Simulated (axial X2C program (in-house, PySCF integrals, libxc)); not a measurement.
Results of a calculation; reference values are marked as such.
NaCs⁻: input and output of an EOM-EA-CCSD run

Program: an in-house all-electron X2C program for linear molecules (integrals from PySCF).

Input and command:
```json
{"zs": [55, 11], "q": -1, "bas": ["dyall-acv3z", "dyall-acv3z"], "r0": 3.87, "eom": "ea", "thr": -2.0, "nmax": 92, "grid": [1, 0.96, 1.045, 0.92, 1.09, 1.15], "rq": 0}
```
```bash
python soeom.py task.json out
```

Keys: zs atomic numbers; q charge; bas basis sets; r0 starting distance in Å; eom kind of EOM run; thr threshold in hartree for freezing inner shells (an s shell follows its p shell); nmax most natural virtual spinors; grid distances as factors; rq charge at which the geometry is sought.

Output at R = 3.895 Å (near the PBE0 minimum at charge 0 of the determinant lowest at the starting distance; the state shown can have its own minimum elsewhere), reference NaCs:

```
two-component X2C + atomic mean field  HF
basis functions 232  fitting functions 1147  grid points 5092
iter        total energy     max residual
   1      -7941.894670199     3.99e-01
   2      -7941.968420068     4.71e-03
   3      -7941.969121143     1.14e-03
   4      -7941.969204965     5.66e-04
   5      -7941.969225001     1.34e-04
   6      -7941.969231700     3.90e-05
   7      -7941.969232383     9.64e-06
   8      -7941.969232421     3.24e-06
   9      -7941.969232424     9.52e-07
  10      -7941.969232425     3.87e-07
converged
one-electron -11025.23466793  Coulomb 3211.36679111  exact exchange -205.34620156  xc functional 0.00000000  nuclear repulsion 82.19569001  atomic mean-field constant -4.95084406
correlated 18  virtual 354  natural virtual 84  E(MP2) -0.459195578  MP2 remainder -0.120046413
iter   CCSD correlation   residual
   1     -0.351887776   1.59e-01
   2     -0.358852061   7.01e-02
   3     -0.358851929   1.73e-02
   4     -0.358633659   5.85e-03
   5     -0.358684415   1.97e-03
   6     -0.358677773   8.50e-04
   7     -0.358676531   3.81e-04
   8     -0.358679820   1.75e-04
   9     -0.358678539   5.90e-05
  10     -0.358678655   2.14e-05
  11     -0.358678442   9.45e-06
  12     -0.358678388   4.73e-06
  13     -0.358678410   2.53e-06
  14     -0.358678419   1.24e-06
(T) -0.003603917  T1 0.0157  D1 0.0455  max T2 0.109
EOM-EA-CCSD roots
2*Omega      energy/Eh   energy/eV  one-particle weight
    1      -0.01325520     -0.3607      0.946
    1       0.00167600      0.0456      0.979
    1       0.00255570      0.0695      0.988
    1       0.00562012      0.1529      0.993
    1       0.00907349      0.2469      0.969
    3       0.00184467      0.0502      0.981
    3       0.00936139      0.2547      0.969
    3       0.01427901      0.3886      0.988
    3       0.03582234      0.9748      0.000
    5       0.03607909      0.9818      0.000
    5       0.04516829      1.2291      0.867
    7       0.06091180      1.6575      0.000
```
T1 in the output is the amplitude norm over the root of the electron number; divide by √2 for the Lee–Taylor value.

Reference electrons by ω block (each with its −ω partner): 1/2: 22, 3/2: 9, 5/2: 2. Root energies count from the CCSD energy of the reference. Roots of positive energy are unbound. The reference need not be the lowest state of its species. All roots sought are printed; those with a small one-particle weight need a further excitation, are placed far too high, and may in truth lie low or lowest. Inner shells are frozen, and levels at this size can be off by some tenths of an eV.
